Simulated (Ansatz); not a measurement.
```yaml
crystal:
  periodic: [false, false, false]
  atoms:
    - {symbol: O, position_ang: [0.237040, 1.362180, 0.365228]}
    - {symbol: Sn, position_ang: [0.588827, -0.435376, -0.335210]}
    - {symbol: Cl, position_ang: [0.946603, -1.750757, 1.554569]}
    - {symbol: Cl, position_ang: [-1.378926, -1.120550, -1.414686]}
    - {symbol: H, position_ang: [-0.343545, 1.870903, -0.211301]}
basis:
  gaussian: {orbitals: def2-TZVPD, fitting: {mean_field: cc-pVTZ-jkfit}}
magnetization: {spin_polarized: false, initial_magnetization: 1}
hamiltonian: {xc: {name: PBE}}
```

```sh
$ ansatz run in.yaml --threads 2 --pin off --events-out ev --progress --plain --max-ram 32768MiB --backend cpu
```

Question: How does Ansatz answer? (An estimate is asked.)

Answer: Computed: The program refused the input.
```
Functional definition: PBE
Error: <dir> the basis set cc-pVTZ-JKFIT has no functions for Sn
```
